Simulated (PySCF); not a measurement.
Molecule: SMILES CCN[CH2] (C3H8N), doublet. Atoms near the plane z = 0.0 Å, at the PBE0/def2-SVP optimised geometry (x, y, z in Å): C3 (0.2, 0.1, 0.0), C4 (1.7, 0.1, 0.0), H5 (-2.1, -1.2, -0.2), H8 (-0.2, 1.2, 0.0), H9 (-0.2, -0.3, 0.9), H10 (2.1, -0.9, 0.1), H11 (2.1, 0.7, 0.9), H12 (2.1, 0.6, -0.9).

Level of theory: unrestricted PBE0/def2-TZVP (PySCF). Cells within 0.4 Å of a nucleus heavier than hydrogen are left out (blank, or x). The values are rescaled to run from 0 to 1.

```
|444444444444444444444444444|
|444444444444444444444444444|
|444444444444444444444444444|
|444444444444444444444444444|
|444444444445555444444444444|
|444444444555555554444444444|
|444444455555555555444444444|
|444444555556666555544444444|
|444455555566776655554444444|
|444555555667997655554444444|
|444555566667997655555444444|
|445556666666676544455444444|
|4455566766544xx433x54444444|
|4455667776432xx32xxx4444444|
|445556776543333333334444444|
|445555555444555544444444444|
|444444322234677655444444444|
|444443100124666655544444444|
|444433100124566655544444444|
|444433211123455555544444444|
|444433222233445555444444444|
|444443333333444444444444444|
|444444333334444444444444444|
|444444443444444444444444444|
|444444444444444444444444444|
|444444444444444444444444444|
|444444444444444444444444444|
```
Scale: ten equal steps from 0.000 (start of '0') to 1.00 (end of '9'), in the order '0123456789'; x runs from -4.50 to 4.50, y from -4.50 (bottom) to 4.50 (top).

Task: Which quantity is mapped?
A. an orbital amplitude
B. log10 of the electron density
C. deformation density (molecule minus spherical neutral atoms)
D. electrostatic potential

Result: A, an orbital amplitude. In full: HOMO amplitude (α) (bohr^(-3/2)).
